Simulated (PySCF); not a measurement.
# Radial density of Hf⁶⁷⁺ (hafnium, charge +67)

BLYP, [He] 2s2 2p1, 2P determinant. All numbers are calculated (PySCF 2.14, scalar relativity by spin-free X2C-1e, in an even-tempered Gaussian basis (18 s from 44 bohr⁻², ratio 2.2; 13 p from 57 bohr⁻², ratio 2.2; 5 d from 210 bohr⁻², ratio 2.4; 5 f from 320 bohr⁻², ratio 2.4; 4 g from 480 bohr⁻², ratio 2.4)).

```
r (bohr)  4πr²ρ (e/bohr)  4πr²(ρα − ρβ)
  0.0152           84.44         2.0401
  0.0256           47.25         6.5183
  0.0430           36.09        13.0304
  0.0724           39.52        11.5556
   0.122           10.13         2.5626
   0.205          0.2083         0.0544
   0.344       0.0001015         0.0000
```

Densities and radii are taken from the X2C orbitals without a picture-change correction, which distorts them close to the nucleus.

Spin-orbit coupling, absent here, splits the open shell strongly.
